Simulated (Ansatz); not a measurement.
H₂BN, triplet, at a GFN2-xTB geometry (a higher spin typed on purpose: for a closed-shell molecule this is an excited state), with bond 3-1 at 1.8 times its length; SC-NEVPT2/def2-SVP, CASSCF(4,4) (Ansatz, a quantum-chemistry and plane-wave program).

Ansatz was given this input:
Ansatz 0.2 input:
```yaml
crystal:
  periodic: [false, false, false]
  atoms:
    - {symbol: B, position_ang: [0.64677725, -0.22282845, 0.40789573]}
    - {symbol: N, position_ang: [-0.55703866, 0.06576404, -0.09434381]}
    - {symbol: H, position_ang: [2.12551647, 0.44427833, -1.05613722]}
    - {symbol: H, position_ang: [-0.80291471, 0.50600752, -0.97361607]}
basis:
  gaussian:
    orbitals: def2-SVP
correlation: {method: sc_nevpt2, electrons: all, active_space: {window: {electrons: 4, orbitals: 4}}}
magnetization: {spin_polarized: false, initial_magnetization: 2}
```

Output, abridged:

```
Functional definition: HF
393 factors; integrals over basis functions are off by at most 6.8e-4 eV
mean field evaluation 1: about -2174.8784 eV, gradient 3.0e1 eV
mean field evaluation 2: about -2174.8798 eV, gradient 3.0e1 eV
mean field evaluation 4: about -2177.8510 eV, gradient 5.3e0 eV
mean field evaluation 8: about -2178.3278 eV, gradient 3.9e-1 eV
mean field evaluation 16: about -2176.9522 eV, gradient 3.1e0 eV
mean field evaluation 32: about -2176.9522 eV, gradient 3.1e0 eV
mean field -2178.33025643 eV, -80.0521603985 hartree, gradient 3.7e-6 eV, S^2 2.000000; 5 other end points of the search recorded, 0 dependent functions left out
reference -2178.33025643 eV, -80.0521603985 hartree; 8, 6 occupied and 30, 32 virtual orbitals, 393 factors
state -2179.07342076 eV, -80.0794711840 hartree
state -2179.07342076 eV, -80.0794711840 hartree; corrected -2184.80836301 eV, -80.2902264242 hartree
Total energy: -2184.80836301 eV, -80.2902264242 hartree
```
